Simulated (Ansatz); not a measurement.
Coupled-cluster diagnostics for the cluster GeTe2, Ansatz.

Geometry of the singlet (r2SCAN-D4/def2-TZVP):

```xyz
3

Ge    0.000    0.000    0.000
Te   -1.564    1.724    0.023
Te    1.564   -1.724   -0.023
```

In the def2 sets Te takes a core potential; there is no spin–orbit coupling. Correlated methods freeze 17 core orbitals; core or outer-core shells of Ge, Te are correlated, in sets that lack core-valence functions. Another isomer (singlet) lies 0.25 eV lower at PBE0-D4/def2-TZVP; other spin states weren't run for this one.

(1) Estimate the CCSD(T) correlation energy, the shares of MP2 and (T), T1 and the reference's ⟨S²⟩ for: charge 0, singlet, own geometry in def2-TZVPP; and the rough time on 4 threads of Arm Neoverse V1 on a shared host.

## Answers

(1) 
| state | basis | correlation (eV) | MP2 share (%) | (T) share (%) | T1 | ⟨S²⟩ (pure) | wall time |
| --- | --- | --- | --- | --- | --- | --- | --- |
| charge 0, singlet, own geometry | def2-TZVPP | -30.589 | 102.2 | 3.5 | 0.015 | 0.00 (0.00) | 8.5 s |
Customary marks for T1 are 0.02 (closed shells), 0.045 (open shells) and about 0.05 (3d metals). T1 stays under 0.02 throughout.
